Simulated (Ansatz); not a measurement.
Ansatz (an electronic-structure program) job for B(F)(Me)(SeH) (CH4BFSe), SMILES CB(F)[SeH], PBE0/def2-SVPD. The structure is a stationary point at PBE-D3(BJ)/def2-SVP. This is a generated structure with no PubChem entry under its InChIKey; it may be hypothetical. One conformer was computed; it need not be the lowest.

Ansatz 0.2 input:
```yaml
crystal:
  periodic: [false, false, false]
  atoms:
    - {symbol: B, position_ang: [-0.12443546, -0.93392791, 0.00000000]}
    - {symbol: F, position_ang: [-1.38807220, -1.39127887, -0.00000000]}
    - {symbol: C, position_ang: [1.06280960, -1.95889101, 0.00000000]}
    - {symbol: H, position_ang: [0.97305019, -2.62307605, -0.88703287]}
    - {symbol: H, position_ang: [2.07162464, -1.50744309, -0.00000000]}
    - {symbol: H, position_ang: [0.97305019, -2.62307605, 0.88703287]}
    - {symbol: Se, position_ang: [0.03535363, 1.02028531, -0.00000000]}
    - {symbol: H, position_ang: [1.51822114, 1.00839015, 0.00000000]}
basis:
  gaussian:
    orbitals: def2-SVPD
hamiltonian:
  xc: {name: PBE0}
```

It prints:

```
WARN ansatz: RAYON_NUM_THREADS=1 ignored (pool sized by the plan → 1); use --threads N
Functional definition: PBE0
integrals: 0.07 GiB planned
1243 factors; their error is unknown
mean field: 0.60 GiB planned
mean field evaluation 1: about -69819.3894 eV, gradient 4.5e1 eV
mean field evaluation 2: about -69817.6311 eV, gradient 5.3e1 eV
mean field evaluation 4: about -69823.7224 eV, gradient 2.1e0 eV
mean field evaluation 8: about -69823.7310 eV, gradient 1.7e-2 eV
mean field evaluation 16: about -69823.9191 eV, gradient 6.1e-5 eV
mean field -69823.91907288 eV, -2565.9816975761 hartree, gradient 6.1e-5 eV, S^2 0.000000; 0 other end points of the search recorded, 0 dependent functions left out
reference -69823.91911763 eV, -2565.9816992205 hartree; 29, 29 occupied and 107, 107 virtual orbitals, 1243 factors
Total energy: -69823.91911763 eV, -2565.9816992205 hartree
```

The run converged.

Cost: around 4 core-seconds (rough).
